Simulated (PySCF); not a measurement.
These 2 structures share the formula C8H10. Method used: PBE0-D3(BJ)/def2-SVP geometry optimisation, gas phase (PySCF). One conformer each; no zero-point energy, no entropy. No frequencies were run at this level. Point groups hold within 0.08 Å.

Problem. Order them by energy at this level, lowest first, and give relative energies in kcal/mol.
A. 4-methylspiro(2.4)hepta-4,6-diene, `CC1=CC=CC12CC2`
B. `[CH2:1]=[CH:2][C:3]#[C:4][CH:5]1[CH2:6][CH2:7][CH2:8]1` with C4–C5–C6–C7 -143°, C5–C6–C7–C8 20°, C6–C7–C8–C5 -20°, C4–C5–C8–C7 143°

Solution. A (0.0), B (40.4).

As drawn, the lower has a three-membered ring and a quaternary carbon, which the higher lacks; the higher has a four-membered ring and a C≡C bond, which the lower lacks.

```
        SMILES      E (Eh)  E rel (kcal/mol)  dipole (D)  point group       A, B, C (MHz)
CC1=CC=CC12CC2  -310.23546               0.0        1.19           Cs    2910, 2432, 1490
  C=CC#CC1CCC1  -310.17113              40.4        0.68           C1  7334, 805.6, 761.9
```
